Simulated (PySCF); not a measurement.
**Computed properties of Ga(OH)(SeH)2 (GaH₃OSe₂), SMILES [Ga]([SeH])([OH])[SeH]**

GaH₃OSe₂, SMILES [OH][Ga]([SeH])[SeH]. Geometry optimised at B3LYP-D3(BJ)/def2-SVP. One conformer was computed; it need not be the lowest. All values are computed for the isolated molecule unless a solvent is named; none is compared with measurement here.

**Structure.** The optimised structure has Cs symmetry. All 15 harmonic modes at B3LYP-D3(BJ)/def2-SVP (PySCF) are real, so it is a minimum. With heavy atoms numbered as in [Ga:1]([OH:2])([SeH:4])[SeH:6], the shortest bond between them is Ga1–O2 at 1.789 Å and the longest Ga1–Se4 at 2.347 Å.

**Vibrations.** The strongest infrared lines (harmonic, unscaled, degenerate partners summed) lie at 699 cm⁻¹ (115 km/mol, O 78 %, Ga 20 %), 285 cm⁻¹ (99 km/mol, H 93 %), 789 cm⁻¹ (88 km/mol, H 90 %). The softest mode is at 78 cm⁻¹ and the zero-point energy is 18.6 kcal/mol.

**Electronic structure.** ωB97X/def2-TZVP (PySCF) places the frontier levels at -9.53 and 0.69 eV, a gap of 10.22 eV, and gives a dipole moment of 1.62 D and a mean polarisability of 84.9 bohr³. PBE/def2-TZVP (PySCF) at the same geometry gives -6.13 and -2.08 eV, so its gap is 6.17 eV narrower. An orbital gap is neither the optical nor the fundamental gap.

**Excitations.** TDA-CAM-B3LYP/def2-SVPD (PySCF) has S1 at 4.72 eV (263 nm, f = 0.000, dark); the most intense of the 10 singlets computed lies at 6.53 eV (f = 0.19). T1 (TDA) is at 4.39 eV, 0.33 eV under S1. TDA-PBE/def2-SVPD (PySCF) puts S1 at 4.04 eV. No vertical singlet excitation falls in the visible range (under 3.1 eV).

**NMR.** GIAO shifts at HF/pcSseg-1 (PySCF) (non-relativistic, atoms alike by connectivity averaged): ¹H from 0.8 to 2.5 ppm against TMS.
